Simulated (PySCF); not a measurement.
Compound: C4H7N3SSi.
Cartesian coordinates in Å at the GFN2-xTB level; atoms count from 1:
```xyz
16
C4H7N3SSi angstrom
C      3.076    1.357   -0.702
S      2.693   -0.409   -0.853
C      1.026   -0.401   -0.361
C      0.270   -1.591   -0.317
N     -0.981   -1.553    0.055
C     -1.485   -0.347    0.382
Si    -3.296   -0.273    0.925
N     -0.785    0.769    0.345
N      0.467    0.753   -0.024
H      2.424    1.917   -1.363
H      2.921    1.665    0.327
H      4.116    1.473   -0.990
H      0.696   -2.549   -0.586
H     -3.438   -1.134    2.100
H     -4.107   -0.788   -0.178
H     -3.605    1.120    1.227
```

Level of theory: TDDFT CAM-B3LYP/def2-SVPD, vertical, gas phase, core orbitals frozen in the response in PySCF.

Kohn–Sham orbitals with the atoms that hold most of them (Löwdin shares over 4%, at most four atoms; ? is withheld):

```json
{"orbital": "LUMO+2", "ε (eV)": "0.95", "atoms": "S2 58%, C1 14%, H12 7%, H11 5%"}
{"orbital": "LUMO+1", "ε (eV)": "-0.39", "atoms": "C6 21%, C3 18%, N8 16%, C4 11%"}
{"orbital": "LUMO", "ε (eV)": "-0.99", "atoms": "?"}
{"orbital": "HOMO", "ε (eV)": "?", "atoms": "?"}
{"orbital": "HOMO-1", "ε (eV)": "-8.35", "atoms": "N8 34%, N9 28%, N5 14%, C3 7%"}
{"orbital": "HOMO-2", "ε (eV)": "-10.03", "atoms": "N5 23%, N8 20%, C6 18%, Si7 12%"}
{"orbital": "HOMO-3", "ε (eV)": "-10.80", "atoms": "C3 16%, S2 14%, Si7 13%, N8 11%"}
```

Question: Give the leading atoms of the HOMO.

Answer: S2 (bonded to 2 C) 51%; C3 (bonded to C, N and S) 9%; C6 (bonded to 2 N and Si) 8%; N9 (bonded to C and N) 7%. By element: sulfur 51%, carbon 17% or more, nitrogen 7% or more.

Question: Which atoms hold the LUMO, and with what shares?

Answer: N5 (bonded to 2 C) 24%; N9 (bonded to C and N) 22%; C4 (bonded to C, N and H) 19%; N8 (bonded to C and N) 14%. By element: nitrogen 59%, carbon 19% or more.

Question: What is the HOMO energy, and the HOMO–LUMO gap?

Answer: ε(HOMO) = -8.22 eV; the gap is 7.24 eV (0.2659 hartree).

Question: The HOMO–LUMO gap is 7.24 eV. Where does the response calculation put the lowest singlet, and from which orbitals?

Answer: S1 is at 3.24 eV (f = 0.0038), 4.00 eV below the gap, made of HOMO-1→LUMO (98%). Its leading pair isn't HOMO and LUMO; the energies of that pair differ by 7.36 eV. Without the coupling terms of the response equations the lowest excitation would equal the gap.

Question: One configuration dominates each of S1, S2, S3, S4, S5 and S8. Which, and how do the shares of the two leading atoms of either orbital change from the occupied to the empty one?

Answer: 
- S1 (3.24 eV, f 0.0038), HOMO-1→LUMO (98%): N8 34% → 14%, N9 28% → 22%, N5 14% → 24%
- S2 (3.97 eV, f 0.0000), HOMO-1→LUMO+1 (98%): N8 34% → 16%, N9 28% → at most 11%, C6 at most 8% → 21%, C3 7% → 18%
- S3 (4.37 eV, f 0.050), HOMO→LUMO (96%): S2 51% → at most 14%, C3 9% → at most 14%, N5 at most 8% → 24%, N9 7% → 22%
- S4 (5.15 eV, f 0.416), HOMO→LUMO+1 (95%): S2 51% → at most 11%, C3 9% → 18%, C6 8% → 21%
- S5 (5.18 eV, f 0.0002), HOMO-2→LUMO (93%): N5 23% → 24%, N8 20% → 14%, N9 at most 13% → 22%
- S8 (5.89 eV, f 0.0078), HOMO-2→LUMO+1 (95%): N5 23% → at most 11%, N8 20% → 16%, C6 18% → 21%, C3 at most 13% → 18%

Cost: about 2.7 min of CPU time on one thread; the machine was shared, so the figure is rough.

One conformer stands for the species.
